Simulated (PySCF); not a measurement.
**Correlation energy of Cl¹³⁺ (chlorine, charge +13)**

Starting occupation: [He] 2s2. All numbers are calculated (PySCF 2.14, X2C-1e with screened-nucleus spin-orbit coupling, Gaussian nucleus, in an even-tempered Gaussian basis (18 s from 0.5 bohr⁻², ratio 2.6; 11 p from 0.65 bohr⁻², ratio 2.6; 7 d from 0.66 bohr⁻², ratio 2.8; 4 f from 15 bohr⁻², ratio 2.8)). Frozen: nothing; 4 electrons correlated; the 30 highest virtual spinors left out.

MP2 pair energies summed by pair of shells (mhartree):

```json
{"pair": "2s1/2-2s1/2", "energy": "-115.38", "share (%)": "67.4"}
{"pair": "1s1/2-1s1/2", "energy": "-41.41", "share (%)": "24.2"}
{"pair": "1s1/2-2s1/2", "energy": "-14.38", "share (%)": "8.4"}
```

Total MP2 correlation energy: -171.17 mhartree.

The virtual space was cut to 56 spinors, which keep -160.40 of the -171.17 mhartree of MP2 correlation.

```
  level  correlation energy (mhartree)
   CCSD                        -247.75
    (T)                          -0.57
CCSD(T)                        -248.32
```

Diagnostics: T1 = 0.0015, largest double amplitude 0.141.

Q: Is a single reference adequate?

A: Mostly. T1 lies below 0.03, but a double amplitude of this size points to a near-degeneracy that CCSD handles and MP2 describes poorly.

The coupled-cluster values are those of the cut space; adding the MP2 remainder, -10.77 mhartree, estimates the full space.
